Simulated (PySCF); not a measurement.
## Correlation energy of S⁺ (sulfur, charge +1)

Starting occupation: [Ne] 3s2 3p2 4s1, 3p3/2 with m_j = +1/2, +3/2, 4s1/2 with m_j = +1/2. Computed with PySCF 2.14 in x2c-TZVPall-2c with one added diffuse shell each of s, p type (6s7p2d1f, 44 functions), with X2C-1e with screened-nucleus spin-orbit coupling, Gaussian nucleus. Frozen: [Ne]; 5 electrons correlated; the 6 highest virtual spinors left out.

MP2 pair energies summed by pair of shells (mhartree):

| pair | energy | share (%) |
| --- | --- | --- |
| 3p-3s | -44.20 | 54.1 |
| 3s-3s | -17.42 | 21.3 |
| 3s-4s | -7.15 | 8.8 |
| 3p-3p | -6.91 | 8.5 |
| 3p-4s | -5.97 | 7.3 |

Total MP2 correlation energy: -81.63 mhartree.

The GHF reference relaxed away from the jj start to a determinant that is no pure jj level (⟨S²⟩ = 3.75, ⟨J²⟩ = 8.76); the energies belong to that determinant.
